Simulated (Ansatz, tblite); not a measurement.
Adding an electron: SnCl₂⁺ (the lowest doublet isomer of a short search). The state is a doublet with charge 1. Geometry: PBE0-D4/def2-TZVP. Ansatz, gas phase; energy differences of separate SCF runs; the reduced species is a singlet (the triplet lies 2.37 eV higher at PBE0-D4/def2-TZVP).

Cartesian coordinates in Å:
```
Sn -0.458 -0.596 0.043
Cl -1.336 1.497 -0.085
Cl 1.794 -0.901 0.042
```

In the def2 sets Sn takes a core potential; there is no spin–orbit coupling. The xTB rows come from tblite. The structure comes from a short search, and lower isomers may exist.

Problem. Estimate orbital energies and vertical electron affinities at: GFN1-xTB; GFN2-xTB; PBE-D4/def2-TZVP; r2SCAN-D4/def2-TZVP; PBE0-D4/def2-TZVP.

Solution. 
```tsv
level	−HOMO (eV)	−LUMO (eV)	vertical EA (eV)	HOMO–LUMO gap (eV)
GFN1-xTB	–	–	14.60	–
GFN2-xTB	–	–	14.01	–
PBE-D4/def2-TZVP	13.06	12.28	9.31	0.77
r2SCAN-D4/def2-TZVP	13.47	12.15	9.40	1.32
PBE0-D4/def2-TZVP	14.23	11.50	9.44	2.72
```

  HOMO and LUMO are the levels of the spin that leaves or enters (xTB has no such levels and no spin-polarisation term). Other spin states of the ions may lie lower, which would lower the ionisation energy or raise the affinity. Raw xTB energy differences between charge states are shifted by several eV; the methods need an empirical correction for them.
